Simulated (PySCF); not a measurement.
C6H7BrP2.
Cartesian coordinates in Å at the PBE0-D3(BJ)/def2-SVP level; atoms count from 1:
```
atom  x, y, z in Å
C1     3.3091    0.0910    0.1393
C2     1.7985    0.0214    0.1504
P3     1.0885   -1.5700    0.1562
C4    -0.6138   -1.2796    0.1984
C5    -1.3538   -0.0895    0.2207
C6    -2.8533   -0.1812    0.2590
C7    -0.7131    1.1568    0.2100
Br8   -1.7970    2.7208    0.2408
P9     0.9887    1.5532    0.1636
H10    3.7381   -0.5840   -0.6178
H11    3.6680    1.1102   -0.0709
H12    3.7234   -0.2104    1.1156
H13   -1.2075   -2.2013    0.2065
H14   -3.2462    0.2541    1.1915
H15   -3.3061    0.3868   -0.5679
H16   -3.1835   -1.2261    0.1938
```

Computed, not measured: PySCF, TDDFT PBE0/def2-SVPD, vertical, gas phase, core orbitals frozen in the response. The PBE0/def2-SVPD calculation is non-relativistic and has no spin–orbit coupling, an omission that weighs most on bromine.

Kohn–Sham orbitals with the atoms that hold most of them (Löwdin shares over 4%, at most four atoms; ? is withheld):

```tsv
orbital	ε (eV)	atoms
LUMO+2	-0.29	Br8 60%, C7 25%
LUMO+1	-1.81	C2 25%, P9 18%, P3 15%, C5 13%
LUMO	?	P3 21%, P9 19%, C7 18%, C4 18%
HOMO	-6.97	?
HOMO-1	-7.38	?
HOMO-2	-7.45	C2 27%, P9 20%, C5 12%, C4 11%
HOMO-3	-8.34	Br8 65%, C7 11%, P9 9%
```

Q: Give the leading atoms of the HOMO.

A: Br8 (bonded to C) 25%; P3 (bonded to 2 C) 19%; C7 (bonded to Br, C and P) 19%; C4 (bonded to C, P and H) 11%. By element: carbon 30% or more, bromine 25%, phosphorus 19% or more.

Q: Give the leading atoms of the HOMO-1.

A: P3 (bonded to 2 C) 38%; P9 (bonded to 2 C) 31%; C2 (bonded to C and 2 P) 12%; C4 (bonded to C, P and H) 6%. By element: phosphorus 69%, carbon 18% or more.

Q: What is the LUMO energy, and the HOMO–LUMO gap?

A: ε(LUMO) = -2.23 eV; the gap is 4.74 eV (0.1743 hartree).

Q: The HOMO–LUMO gap is 4.74 eV. Where does the response calculation put the lowest singlet, and from which orbitals?

A: S1 is at 3.89 eV (f = 0.012), 0.85 eV below the gap, made of HOMO-1→LUMO (69%), HOMO-2→LUMO (13%), HOMO→LUMO+1 (10%). Its leading pair isn't HOMO and LUMO; the energies of that pair differ by 5.15 eV. Without the coupling terms of the response equations the lowest excitation would equal the gap.

Q: One configuration dominates each of S3, S4 and S7. Which, and how do the shares of the two leading atoms of either orbital change from the occupied to the empty one?

A: 
- S3 (4.22 eV, f 0.0011), HOMO-1→LUMO+1 (97%): P3 38% → 15%, P9 31% → 18%, C2 12% → 25%
- S4 (4.25 eV, f 0.109), HOMO→LUMO (72%): Br8 25% → at most 18%, P3 19% → 21%, P9 at most 12% → 19%
- S7 (5.16 eV, f 0.325), HOMO-2→LUMO+1 (74%): C2 27% → 25%, P9 20% → 18%

Löwdin shares depend on the basis, the more so with diffuse functions.
